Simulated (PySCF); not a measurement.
Compound: C9H8S.
Bonds: C1–C2 (triple), C2–C3, C3–C4 (aromatic), C4–C5 (aromatic), C5–C6 (aromatic), C6–S7, S7–C8, C6–C9 (aromatic), C9–C10 (aromatic), C3–C10 (aromatic). Hydrogens: H11 on C1; H12 on C4; H13 on C5; H14, H15, H16 on C8; H17 on C9; H18 on C10.

Computed, not measured: PySCF 2.14.0, PBE0-D3(BJ)/def2-SVP geometry optimisation, gas phase.

Q: What internal coordinates does the optimisation give?

A: 
```tsv
bond	length (Å)
C1≡C2	1.214
C2–C3	1.427
C3–C4, C3–C10	1.405
C4–C5, C9–C10	1.388
C5–C6, C6–C9	1.403
C6–S7	1.757
S7–C8	1.797
C1–H11	1.074
C4–H12, C10–H18	1.092
C5–H13, C9–H17	1.092
C8–H14, C8–H15, C8–H16	1.099
```

Bonds in one row agree within 0.01 Å and their mean is given. A selection of angles:
```tsv
angle	degrees
C1–C2–C3	179.9
C2–C3–C4	120.9
C4–C3–C10	118.2
C3–C4–C5	120.7
C4–C5–C6	120.8
C5–C6–S7	116.6
C5–C6–C9	118.8
S7–C6–C9	124.6
C6–S7–C8	103.3
C6–C9–C10	120.3
```

Torsions: C5–C6–S7–C8 180° (antiperiplanar).

The 10 heavy atoms lie in one plane (0.003 Å rms). The 2 C–S bonds span 1.757 Å (C6–S7, drawn single) to 1.797 Å (S7–C8, drawn single), a spread of 0.040 Å. The 6-membered ring C3–C4–C5–C6–C9–C10 has internal angles of 118.2° to 121.2°; it is planar, 0.00 Å rms from its mean plane, widest ring torsion 0°. The 8 C–C bonds span 1.214 Å (C1≡C2, drawn triple) to 1.427 Å (C2–C3, drawn single), a spread of 0.213 Å. Of the pairs four or more bonds apart, C8···H17 is among the closest relative to their van der Waals radii: 2.55 Å, 88 % of the sum of Bondi's values.

Point group: Cs (tolerance 0.08 Å). Not checked by PBE0-D3(BJ)/def2-SVP frequencies. One conformer, not necessarily the lowest.

Cost: about 3 min of CPU time on one thread; the machine was shared, so the figure is rough. These figures are those of the optimisation.
